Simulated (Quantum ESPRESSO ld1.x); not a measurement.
Input (ld1.x (Quantum ESPRESSO 7.5)):

```
 &input
    atom='Ce',
    iswitch=1,
    rel=2,
    dft='PBESOL',
    config='[Xe] 4f2 6s0 5d0 6p0',
    rel_dist='energy',
    verbosity='high',
    lsmall=.true.,
    prefix='ld1',
    max_out_wfc=37,
    file_charge='ld1.rho',
 /
```

Command: `OMP_NUM_THREADS=1 ld1.x < ld1.in > ld1.out`

Output (excerpt):

```
     Program LD1 v.7.5 starts

     --------------------------- All-electron run ----------------------------

     dirac relativistic calculation

     atomic number is 58.00
     dft =PBESOL   lsd =0 sic =0 latt =0  beta=0.20 tr2=1.0E-14
     Exchange-correlation= PBESOL
                           (   1   4  10   8   0   0   0)
     mesh =2085 r(mesh) = 100.64072 a.u. xmin = -8.00 dx = 0.00800
     1 Ry =  13.60569312 eV, c = 137.03599908

     n l j   nl                  e(Ry)          e(Ha)          e(eV)
     Spin orbit split results
     1 0 0.5 1S 1( 2.00)   -2956.425207285   -1478.212603643 -40224.2141114
     2 0 0.5 2S 1( 2.00)    -473.544784526    -236.772392263  -6442.9050182
     2 1 0.5 2P 1( 2.00)    -447.166476823    -223.583238411  -6084.0098585
     2 1 1.5 2P 1( 4.00)    -414.360645918    -207.180322959  -5637.6637906
     3 0 0.5 3S 1( 2.00)    -102.215080066     -51.107540033  -1390.7070119
     3 1 0.5 3P 1( 2.00)     -91.043356838     -45.521678419  -1238.7079740
     3 1 1.5 3P 1( 4.00)     -84.595961266     -42.297980633  -1150.9866884
     4 0 0.5 4S 1( 2.00)     -20.993040368     -10.496520184   -285.6248650
     4 1 0.5 4P 1( 2.00)     -16.851591065      -8.425795532   -229.2775767
     4 1 1.5 4P 1( 4.00)     -15.473205807      -7.736602903   -210.5236898
     3 2 1.5 3D 1( 4.00)     -65.054653287     -32.527326644   -885.1136489
     3 2 2.5 3D 1( 6.00)     -63.669030365     -31.834515183   -866.2612886
     5 0 0.5 5S 1( 2.00)      -3.672902971      -1.836451485    -49.9723907
     5 1 0.5 5P 1( 2.00)      -2.573047507      -1.286523754    -35.0080948
     5 1 1.5 5P 1( 4.00)      -2.381987336      -1.190993668    -32.4085887
     4 2 1.5 4D 1( 4.00)      -8.682987910      -4.341493955   -118.1380689
     4 2 2.5 4D 1( 6.00)      -8.443398647      -4.221699324   -114.8782909
     4 3 2.5 4F 1( 2.00)      -0.960370831      -0.480185415    -13.0665108
     4 3 3.5 4F 1( 0.00)      -0.939115066      -0.469557533    -12.7773114
     6 0 0.5 6S 1( 0.00)      -0.940543954      -0.470271977    -12.7967524
     5 2 1.5 5D 1( 0.00)      -0.988905894      -0.494452947    -13.4547501
     5 2 2.5 5D 1( 0.00)      -0.972198880      -0.486099440    -13.2274396
     6 1 0.5 6P 1( 0.00)      -0.700122535      -0.350061267     -9.5256524
     6 1 1.5 6P 1( 0.00)      -0.671468273      -0.335734137     -9.1357913
     Averaged results
     1 0     1S 1( 2.00)   -2956.425207285   -1478.212603643 -40224.2141114
     2 0     2S 1( 2.00)    -473.544784526    -236.772392263  -6442.9050182
     2 1     2P 1( 6.00)    -425.295922886    -212.647961443  -5786.4458133
     3 0     3S 1( 2.00)    -102.215080066     -51.107540033  -1390.7070119
     3 1     3P 1( 6.00)     -86.745093124     -43.372546562  -1180.2271170
     4 0     4S 1( 2.00)     -20.993040368     -10.496520184   -285.6248650
     4 1     4P 1( 6.00)     -15.932667559      -7.966333780   -216.7749854
     3 2     3D 1(10.00)     -64.223279534     -32.111639767   -873.8022327
     5 0     5S 1( 2.00)      -3.672902971      -1.836451485    -49.9723907
     5 1     5P 1( 6.00)      -2.445674060      -1.222837030    -33.2750907
     4 2     4D 1(10.00)      -8.539234352      -4.269617176   -116.1822021
     4 3     4F 1( 2.00)      -0.948224679      -0.474112340    -12.9012540
     6 0     6S 1( 0.00)      -0.940543954      -0.470271977    -12.7967524
     5 2     5D 1( 0.00)      -0.978881685      -0.489440843    -13.3183638
     6 1     6P 1( 0.00)      -0.681019694      -0.340509847     -9.2657450

     final scf error:  1.8E-15 reached in  35 iterations

     Etot =  -17722.511816 Ry,   -8861.255908 Ha, -241127.057137 eV

     Ekin =   19013.577966 Ry,    9506.788983 Ha,  258692.906979 eV
     Encl =  -43149.871480 Ry,  -21574.935740 Ha, -587083.909655 eV
     Eh   =    6827.202047 Ry,    3413.601024 Ha,   92888.815945 eV
     Exc  =    -413.420350 Ry,    -206.710175 Ha,   -5624.870406 eV
```

Run on one thread of a shared host, so times are rough (Intel(R) Xeon(R) Processor @ 2.60GHz): 0.84 s of CPU time, 0.88 s wall, 35 iterations on 2085 mesh points.
